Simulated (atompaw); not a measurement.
Varying the PAW (atompaw) potential for boron (B)

Base potential:

- Element: boron
- Generator: atompaw 4.2.0.5
- Type: PAW
- Functional: LDA (PW92)
- Relativity: scalar-relativistic
- Frozen core: none
- Valence charge: 5
- Reference configuration: 1s2 2s2 2p0.5 (charge +0.5)
- Partial waves: 1s (bound): rc 0.45 bohr; 2s (bound): rc 3.00 bohr; 2p (bound): rc 3.00 bohr; 2p channel at 0.2 Ry: rc 3.00 bohr; 3d channel at 0.15 Ry: rc 3.00 bohr; 3d channel at 2.7 Ry: rc 3.00 bohr
- Local potential: bessel scheme, radius 2.80 bohr
- Core correction: none
- Augmentation charge: sinc compensation charge, radius 2.35 bohr; PAW radius 3.00 bohr; waves and projectors: custom rrkj gramschmidtortho

Cutoffs, loose and tight: the cutoffs (Ry, on a coarse ladder) from which the occupation-weighted sum of valence levels, in a spherical-Bessel basis at the reference potential, stays within 10 and 1 mRy of its value at 400 Ry. They see the waves, projectors and local potential, not the compensation charge or the core. A dash means not determined.

Cutoffs are not given where the Bessel-basis levels miss the radial ones by over 6 mRy, ghosts where they miss by over 20 mRy; a channel whose overlap is not positive is not tested.

| change | outcome | cutoff, loose | cutoff, tight | bound ghosts |
| --- | --- | --- | --- | --- |
| base | generated | 260 Ry | 300 Ry | none |
| all radii scaled by about 0.77 (s 0.34, p 2.30, d 2.30 bohr); local potential bessel scheme, radius 2.14 bohr; augmentation sinc compensation charge, radius 1.80 bohr; PAW radius 2.30 bohr; waves and projectors: custom rrkj gramschmidtortho | generated | – | – | none |
| all radii scaled by about 0.81 (s 0.36, p 2.42, d 2.42 bohr); local potential bessel scheme, radius 2.26 bohr; augmentation sinc compensation charge, radius 1.90 bohr; PAW radius 2.42 bohr; waves and projectors: custom rrkj gramschmidtortho | generated | over 300 Ry | over 300 Ry | none |
| all radii scaled by about 0.88 (s 0.40, p 2.64, d 2.64 bohr); local potential bessel scheme, radius 2.46 bohr; augmentation sinc compensation charge, radius 2.08 bohr; PAW radius 2.64 bohr; waves and projectors: custom rrkj gramschmidtortho | failed: atompaw: The overlap operator has at least one negative eigenvalue! | – | – | – |
| all radii scaled by about 1.09 (s 0.48, p 3.26, d 3.26 bohr); local potential bessel scheme, radius 3.04 bohr; augmentation sinc compensation charge, radius 2.56 bohr; PAW radius 3.26 bohr; waves and projectors: custom rrkj gramschmidtortho | generated | 230 Ry | over 300 Ry | none |
| all radii scaled by about 1.17 (s 0.52, p 3.50, d 3.50 bohr); local potential bessel scheme, radius 3.26 bohr; augmentation sinc compensation charge, radius 2.74 bohr; PAW radius 3.50 bohr; waves and projectors: custom rrkj gramschmidtortho | generated | 180 Ry | over 300 Ry | none |
| all radii scaled by about 1.23 (s 0.56, p 3.70, d 3.70 bohr); local potential bessel scheme, radius 3.44 bohr; augmentation sinc compensation charge, radius 2.90 bohr; PAW radius 3.70 bohr; waves and projectors: custom rrkj gramschmidtortho | generated | 160 Ry | 300 Ry | none |
| all radii scaled by about 1.27 (s 0.58, p 3.80, d 3.80 bohr); local potential bessel scheme, radius 3.54 bohr; augmentation sinc compensation charge, radius 2.98 bohr; PAW radius 3.80 bohr; waves and projectors: custom rrkj gramschmidtortho | generated | 160 Ry | 260 Ry | none |

**Question.** What comes out with this change to the base: all radii scaled by about 0.94 (s 0.42, p 2.82, d 2.82 bohr); local potential bessel scheme, radius 2.62 bohr; augmentation sinc compensation charge, radius 2.20 bohr; PAW radius 2.82 bohr; waves and projectors: custom rrkj gramschmidtortho?

**Answer.** outcome: generated; cutoff, loose: 300 Ry; cutoff, tight: over 300 Ry; bound ghosts: none.

Reading the sweep of the scale of all radii (base = 1) (base included, trends over the rows without a ghost): The loose cutoff falls from 300 Ry at 0.94 to 160 Ry at 1.27. A larger radius leaves more room for a smooth pseudo-wave, so fewer plane waves are needed; a smaller one forces it to follow the all-electron wave where it bends sharply. The generation fails at 0.88.
